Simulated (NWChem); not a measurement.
# SiH3O3Cl; SMILES O[Si](O)(O)Cl

```xyz
8

O      1.4428    -0.5539     0.9109
Si     0.0000     0.0000     0.3709
O     -0.2417     1.5264     0.9109
O     -1.2011    -0.9725     0.9109
Cl     0.0000     0.0000    -1.7004
H      1.7210    -1.4264     0.6180
H      0.3748     2.2037     0.6180
H     -2.0958    -0.7773     0.6180
```
Atoms are numbered in this order, from 1.

Program: NWChem. Medium grid unless said otherwise, to which SCAN and Minnesota functionals are sensitive. Geometry: optimised at PBE0/def2-SVP. Hybrids' shares of exact exchange are those that their runs print; pure functionals count as 0. The functionals differ in more than this share.

```
row                 share of exact exchange  orbital gap (eV)
------------------  -----------------------  ----------------
PBE/def2-SVP                           0.00              7.16
OLYP/def2-SVP                          0.00              7.05
B3LYP/def2-SVP                         0.20          withheld
r2SCAN0/def2-SVP                       0.25             10.57
BHandHLYP/def2-SVP                     0.50             12.00
```

Fit a straight line of the last column on the one before it, predict the withheld value, and compare with the run.


1. Means of the 4 shown rows: x = 0.188, y = 9.195. Slope Σ(x − x̄)(y − ȳ)/Σ(x − x̄)² = 1.746/0.1719 = 10.16; intercept 7.290.
2. The shown rows scatter about the line by 0.436 (root mean square); the largest residual is +0.74, at r2SCAN0/def2-SVP.
3. At x = 0.20 (B3LYP/def2-SVP; inside the shown range) the line gives 9.32.
4. The run gives 9.05, -0.27 from the line, 0.6 times the scatter.
